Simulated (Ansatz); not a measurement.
The first iterations of a band of CH6AlISSi (11 atoms, charge 0, multiplicity 1).

These are results of RKS PBE0/def2-SVP in Ansatz 0.2.0, not measurements.

```yaml
movable_images: 5
climbing_image: yes
spring: 5.0 eV/Å²
optimiser: quadratic models (default)
start_path: through a guess of the saddle point
force_threshold: 0.05 eV/Å
iteration_limit: 60
end_points: relaxed
```

First end point:

```xyz
11
Properties=species:S:1:pos:R:3
C -0.563 0.855 -1.516
Si 0.420 -0.467 -0.652
S 2.034 0.198 0.554
Al 0.546 -0.529 2.045
I -1.022 1.140 3.029
H -1.425 0.421 -2.046
H 0.074 1.373 -2.250
H -0.923 1.597 -0.787
H 0.751 -1.627 -1.525
H -0.510 -1.077 0.442
H 0.684 -1.942 2.728
```

Last end point:

```xyz
11
Properties=species:S:1:pos:R:3
C -0.748 0.919 -1.404
Si -0.095 -0.869 -1.188
S 1.840 -0.166 0.022
Al 0.217 -0.677 1.615
I -0.640 1.375 2.727
H -1.807 0.849 -1.707
H -0.203 1.374 -2.248
H -0.688 1.601 -0.542
H 2.487 -1.355 0.047
H -0.839 -1.104 0.295
H 0.541 -2.005 2.402
```

| iteration | highest image above the first end (eV) | largest band force component (eV/Å) |
| --- | --- | --- |
| 1 | 4.062 | 7.802 |
| 2 | 2.977 | 3.053 |
| 3 | 2.377 | 1.170 |
| 4 | 2.373 | 0.616 |
| 5 | 2.226 | 0.761 |

**Question.** Does the band converge within its limit, and where does its top end?

**Answer.** The run converged. It ended after 15 iterations with the highest image 2.408 eV above the first end. A vibrational analysis at the climbing image gives one clearly imaginary mode, 973i cm⁻¹: a first-order saddle point. The orbitals stay closed-shell, which can raise the energy where a bond breaks towards radicals; this wasn't checked here.

The run took 4.8 min on 2 threads of AMD EPYC 7R13 Processor (Zen 3), on a shared host, peak memory 0.39 GiB.
